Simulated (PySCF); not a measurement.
# How methods differ on the ionisation energy of Dy⁵⁷⁺

Dy⁵⁷⁺ [He] 2s2 2p5 (2P) → Dy⁵⁸⁺ [He] 2s2 2p4 (3P), as a difference of total energies. All numbers are calculated (PySCF 2.14, scalar relativity by spin-free X2C-1e, in an uncontracted even-tempered set (19 s from 33 bohr⁻², ratio 2.2; 13 p from 43 bohr⁻², ratio 2.2; 6 d from 170 bohr⁻², ratio 2.4; 5 f from 260 bohr⁻², ratio 2.4; 4 g from 390 bohr⁻², ratio 2.4)). Correlated levels: nothing frozen; virtual orbitals above 40 to 60 times the deepest correlated orbital energy dropped. The calculations carry no spin-orbit coupling.

```
                 method  ionisation energy (eV)
                    UHF                 12637.9
                    LDA                 12632.7
                    PBE                 12636.9
                   PBE0                 12637.6
                 r2SCAN                 12642.0
                  TPSSh                 12637.4
                   MN15                 12642.6
    MP2 (all electrons)                 12639.7
SCS-MP2 (all electrons)                 12639.6
```

Spin-orbit coupling is strong in these open shells (close to jj coupling). The scalar numbers leave it out and a first-order estimate fails, so it can dominate the gap to the real levels.

For this ion Breit and QED terms and the two-electron picture change, all absent here, outweigh the differences among the correlated methods.

For comparison: 12370 ± 6 eV (theoretical estimate listed by NIST; NIST Atomic Spectra Database, ionization energies).
